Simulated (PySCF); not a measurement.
## Working out the ionisation energy of Te⁺

Te⁺ [Kr] 4d10 5s2 5p3 (4S) → Te²⁺ [Kr] 4d10 5s2 5p2 (3P). All numbers are calculated (PySCF 2.14, scalar relativity by spin-free X2C-1e, in x2c-TZVPPall). Frozen: [Ar] 3d10. Energies in hartree (1 hartree = 27.21139 eV):

| part | Te⁺ (lower) | Te²⁺ (upper) |
| --- | --- | --- |
| UHF | -6790.569544 | -6789.894794 |
| MP2 opposite-spin | -0.326907 | -0.317951 |
| MP2 same-spin | -0.192774 | -0.180365 |

Problem. What does Hartree-Fock give?

Solution. (-6789.894794) − (-6790.569544) = 0.674750 hartree = 18.361 eV.

Problem. What do MP2 and SCS-MP2 (6/5 opposite-spin, 1/3 same-spin) give?

Solution. The opposite-spin parts differ by 0.244 eV and the same-spin parts by 0.338 eV. MP2: 18.361 + (0.244) + (0.338) = 18.943 eV. SCS-MP2: 18.361 + 1.2 × (0.244) + (0.338)/3 = 18.766 eV.

A first-order spin-orbit estimate adds -0.596 eV to MP2 (valence and next inner shell), giving 18.347 eV against 18.6 ± 0.4 eV (measured; NIST Atomic Spectra Database, ionization energies).

What remains against the reference includes basis incompleteness, the frozen core and correlation beyond second order.
